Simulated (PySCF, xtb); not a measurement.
CH10N2Si2, SMILES C([SiH2]N[SiH3])N.

GFN2-xTB run with xtb 6.7.1 at its own geometry gives an orbital gap of 4.76 eV and a dipole moment of 1.39 D.

Coordinates come from a B3LYP-D3(BJ)/def2-SVP optimisation. The structure was generated by enumeration, and PubChem lists no compound with its InChIKey, so it may never have been made. The values are those of a single conformer.

Problem. What does HF/def2-TZVP in PySCF give? (An estimate is asked for; the answer gives what the named calculation found.)

Solution. gap 13.50 eV (levels -10.32 and 3.18 eV), dipole 2.43 D.
